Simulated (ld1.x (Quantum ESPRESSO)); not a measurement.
# tungsten: one change to a TM potential, before and after

- Element: W
- Generator: ld1.x (Quantum ESPRESSO) 7.5
- Type: norm-conserving Troullier–Martins (Kleinman–Bylander form)
- Functional: PBEsol
- Relativity: scalar-relativistic
- Frozen core: [Xe] 4f14
- Valence charge: 6
- Reference configuration: 5d4 6s0 6p0 (charge +2)
- Partial waves: 6p (bound, empty): rc 1.20 bohr; 5d (bound): rc 1.65 bohr; 6s (bound, empty): rc 2.10 bohr
- Local potential: the s channel
- Core correction: Bessel-smoothed model core inside 0.85 bohr

Change: wave 6s (bound): rc 2.10 bohr becomes 6s (bound): rc 2.40 bohr.

Cutoffs: the cutoffs (Ry, on a coarse ladder) from which the occupation-weighted sum of valence levels, in a spherical-Bessel basis at the reference potential, stays within 10 and 1 mRy of its value at 400 Ry; they do not see the model core or the augmentation charge, which bear on the density cutoff. Errors are all-electron minus pseudo energies relative to the spin-unpolarised reference configuration.

What does the change do?

The potential gets neither clearly harder nor softer (30 Ry and 45 Ry → 30 Ry and 45 Ry); both files keep a bound ghost (p); of the 6 tests that both files solve, the error grows in 5 and shrinks in 0 by more than 15 % and 0.3 meV (median size 15.3 → 28.6 meV). More of the atom is replaced by a form fitted at one configuration, so other configurations suffer.

```csv
quantity,base,changed
"cutoff, loose",30 Ry,30 Ry
"cutoff, tight",45 Ry,45 Ry
bound ghosts,p,p
"tests counted (converged, no solver errors)",6 of 7,6 of 7
"error for 5d4 6s2 6p0, meV [ΔE -24.62 eV]",-14,-31
"error for 5d4 6s1 6p0, meV [ΔE -15.70 eV]",-4.4,-9.0
"error for 5d3 6s0 6p0, meV [ΔE 25.40 eV]",-157,-163
"error for 5d5 6s1 6p0, meV [ΔE -23.08 eV]",-45,-55
"error for 5d4 6s1.5 6p0, meV [ΔE -20.97 eV]",-9.3,-19
"error for 5d4.5 6s1.5 6p0, meV [ΔE -23.92 eV]",-16,-27
```

Base: The cutoffs count occupied waves only; the empty 6p level needs 45 Ry at the loose tolerance. Tests not counted: 5d3 6s2 6p1 (solver errors, printed error -2.5 eV). The 6p radius (1.20 bohr) lies inside the outermost node of the all-electron wave (1.51 bohr), which a nodeless pseudo-wave cannot match soundly. Changed file: The cutoffs count occupied waves only; the empty 6p level needs 45 Ry at the loose tolerance. Tests not counted: 5d3 6s2 6p1 (solver errors, printed error -2.6 eV). The 6p radius (1.20 bohr) lies inside the outermost node of the all-electron wave (1.51 bohr), which a nodeless pseudo-wave cannot match soundly. A true bound ghost makes a file unfit for plane-wave use even where its test errors are small: the radial tests pick states by their node count and pass the ghost by. Where a test does run into it, the solver fails or the error is huge.
